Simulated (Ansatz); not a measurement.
Cartesian coordinates in Å:
```
O 0.677 0.237 -2.303
Al -0.696 0.064 -1.315
Si -0.355 -0.276 1.110
O 1.239 -0.087 1.552
H 1.567 0.154 -1.963
H -2.088 0.146 -2.067
H -1.231 0.625 1.923
H -0.698 -1.669 1.512
H 1.585 0.806 1.552
```

Charge 0, multiplicity 1.

List the ωB97M-V/def2-TZVPP orbital energies in eV (Ansatz). (An estimate is asked.)

The calculation gave: Occupied: -1807.17, -1532.09, -526.16, -525.71, -148.18, -116.70, -102.32, -102.29, -102.27, -76.36, -76.20, -76.16, -30.85, -30.02, -18.41, -16.70, -15.58, -13.39, -13.27, -12.40, -11.97, -11.90, -11.42, -9.14. Lowest empty: 0.18, 0.88, 2.01, 2.60, 3.23, 3.53, 3.78, 4.09.
